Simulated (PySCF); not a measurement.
Species: C2H7B2NO2.
SMILES: `[BH3-][N+]#CCB(O)O`

Computed with PySCF at PBE0/def2-SVPD, non-relativistic, on one gas-phase PBE0-D3(BJ)/def2-SVP geometry that isn't relaxed in the solvent. The solvent is an IEF-PCM continuum (van der Waals radii × 1.2), and excitations are vertical TDDFT with non-equilibrium linear response and a frozen core. Specific hydrogen bonds and non-electrostatic terms are outside this model.

Gas-phase singlets (H = HOMO, L = LUMO):

```json
{"state": "S1", "E (eV)": "5.592", "λ (nm)": "222", "f": "0.001", "leading configuration": "H-1→L+1 78%"}
{"state": "S2", "E (eV)": "5.738", "λ (nm)": "216", "f": "0.025", "leading configuration": "H→L+1 66%"}
{"state": "S3", "E (eV)": "5.753", "λ (nm)": "216", "f": "0.004", "leading configuration": "H→L 92%"}
{"state": "S4", "E (eV)": "5.802", "λ (nm)": "214", "f": "0.006", "leading configuration": "H→L+2 79%"}
{"state": "S5", "E (eV)": "5.806", "λ (nm)": "214", "f": "0.001", "leading configuration": "H-1→L 87%"}
```

How does the list change in acetone (ε = 20.49)?

```csv
state,E (eV),λ (nm),f,leading configuration,change by rank (eV)
S1,6.352,195,0.000,H→L+1 57%,+0.760
S2,6.496,191,0.024,H→L 59%,+0.758
S3,6.511,190,0.010,H-1→L 56%,+0.758
S4,7.189,172,0.172,H→L+2 60%,+1.387
S5,7.287,170,0.157,H-1→L+2 64%,+1.481
```

How does the list change in dimethylsulfoxide (ε = 46.83)?

```
state  E (eV)  λ (nm)      f  leading configuration  change by rank (eV)
   S1   6.378     194  0.000              H→L+1 59%               +0.786
   S2   6.520     190  0.026                H→L 59%               +0.782
   S3   6.536     190  0.011              H-1→L 58%               +0.783
   S4   7.216     172  0.285              H→L+2 47%               +1.414
   S5   7.316     169  0.365            H-1→L+2 31%               +1.510
```

How do the frontier levels move from gas to dimethylsulfoxide?

| orbital | gas (eV) | solvent (eV) | change (eV) |
| --- | --- | --- | --- |
| LUMO+2 | -0.15 | 0.03 | +0.18 |
| LUMO+1 | -0.53 | -0.10 | +0.43 |
| LUMO | -0.96 | -0.27 | +0.69 |
| HOMO | -7.35 | -8.09 | -0.74 |
| HOMO-1 | -7.38 | -8.15 | -0.77 |
| HOMO-2 | -10.39 | -9.85 | +0.54 |
| HOMO-3 | -10.63 | -10.38 | +0.25 |

The HOMO–LUMO gap goes from 6.39 to 7.82 eV. Rows go by rank; for HOMO-3, HOMO-2, LUMO, LUMO+1 and LUMO+2 the atom shares or the degeneracy differ between the runs, so the row needn't follow one orbital.

Conformer computed: `[BH3-:1][N+:2]#[C:3][CH2:4][B:5]([OH:6])[OH:7]`: C3–C4–B5–O6 75°, H–O6–B5–C4 -177°, H–O7–B5–C4 179°.
